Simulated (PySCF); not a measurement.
# NMR problem set

Single conformer, averaged over atoms made equivalent by symmetry, fast rotation or ring inversion, gas phase, non-relativistic. Coordinates at the GFN2-xTB level; shielding tensors at PBE0/pcSseg-1 (GIAO); PySCF 2.14.0 with density-fitted response routines.

Referencing at the same level of theory: 1H (σref 31.72) and 13C (σref 186.93) against TMS. Splittings of carbon signals by F and P are missing where no couplings were computed. Where no couplings were computed, multiplicities follow the n + 1 count of equivalent neighbours, and m marks all less simple cases (inequivalent or close neighbours, rings, F or P nearby). Shifts are as computed. Against solution values, carbons near 30 ppm lie about +3 ppm off and those near 130 ppm about +5 ppm. Of 1309 compounds with measured shifts, 239 miss one by over three times the rms of a fit or turn the order of signals round; such compounds aren't used in these exercises.

(1) C5H9NSi. 1H NMR (600 MHz, computed): δ 6.84 (br s, 1H), 6.63 (br s, 1H), 4.58 (sept, 1H), 0.38 (d, 6H). 13C{1H} NMR (computed): δ 153.9 (CH2), 131.3 (C), 123.7 (C), -3.2 (CH3). Give a structure.

(2) C9H13F. 1H NMR (300 MHz, computed): δ 5.48 (m, 1H), 2.95 (m, 1H), 2.79 (s, 1H), 1.57 (m, 1H), 1.13 (d, 3H), 1.03 (d, 3H), 0.82 (d, 3H). 13C{1H} NMR (computed): δ 150.8, 132.7, 89.1, 81.0, 39.4, 38.6, 24.5, 21.6, 16.4. Identify the compound.

Results:

(1) SMILES C=C(C#N)[SiH](C)C. Rings plus π bonds: 3 (no ring in the answer). 4 carbon signals for 5 carbons: some carbons are equivalent by symmetry or fast rotation. Carbon types of the structure: 2 × C, 1 × CH2, 2 × CH3, leaving 1 H on heteroatoms. δC 153.9: terminal =CH2 carbon; the olefinic region. δC 131.3: fully substituted alkene carbon; an sp2 carbon of a C=C bond. δC 123.7: nitrile carbon; typical of a nitrile. δH 6.84, 6.63: hydrogen on a terminal =CH2 carbon; attached to an sp2 carbon and in the plane of the double bond.

This is the structure that produced the data.

(2) `C#C/C(F)=C/[C@H](C)C(C)C`. The formula gives 3 degrees of unsaturation (no ring in the answer). 9 carbon signals for 9 carbons: no two carbons are equivalent. Carbon types of the structure: 2 × C, 4 × CH, 3 × CH3, which accounts for all hydrogens. δC 150.8: fully substituted alkene carbon; an sp2 carbon of a C=C bond. δC 132.7: alkene CH; an sp2 carbon of a C=C bond. δC 89.1: terminal alkyne carbon; sp carbons lie upfield of alkene carbons because the cylindrical π system leaves one tensor component strongly shielded. δC 81.0: alkyne carbon; the triple bond shields along its axis, which puts it between sp3 and sp2 carbons.

The data come from this structure; uniqueness wasn't tested.
